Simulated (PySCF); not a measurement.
C2H6MgSe.

```xyz
10

Mg    -0.1049    -0.6625    -0.1836
C     -0.7376    -2.4100    -1.1760
C     -1.6147    -2.1929    -2.4211
H     -1.2751    -3.0402    -0.4430
H      0.1638    -2.9906    -1.4481
H     -1.0969    -1.6034    -3.1976
H     -2.5479    -1.6532    -2.1842
H     -1.9150    -3.1444    -2.8979
Se     0.6083     1.3947     0.9422
H      1.3616     0.5809     1.9214
```

Geometry optimised at B3LYP-D3(BJ)/def2-SVP. The structure was generated by enumeration; whether it is a known compound was not checked. The values are those of a single conformer.

The numbers are results of HF/pcSseg-1 run with PySCF, not measurements. Non-relativistic, no solvent.

**Question.** Give the absolute GIAO shielding of each atom: isotropic value and principal components (ppm). (An estimate is asked for; the answer gives what the named calculation found.)

**Answer.** 
| atom | σ(iso) | σ11 | σ22 | σ33 | span |
|---|---|---|---|---|---|
| Mg1 | 456.7 | 322.2 | 342.5 | 705.3 | 383.1 |
| C2 | 196.8 | 184.1 | 196.2 | 210.2 | 26.2 |
| C3 | 177.2 | 170.6 | 171.1 | 190.0 | 19.4 |
| H4 | 31.9 | 27.2 | 29.9 | 38.5 | 11.3 |
| H5 | 31.9 | 27.2 | 29.9 | 38.5 | 11.3 |
| H6 | 30.6 | 25.8 | 29.1 | 36.8 | 11.0 |
| H7 | 30.6 | 25.8 | 29.1 | 36.8 | 11.0 |
| H8 | 29.9 | 24.5 | 27.3 | 38.0 | 13.5 |
| Se9 | 2518.5 | 2280.0 | 2391.9 | 2883.5 | 603.4 |
| H10 | 32.7 | 23.2 | 26.2 | 48.8 | 25.6 |
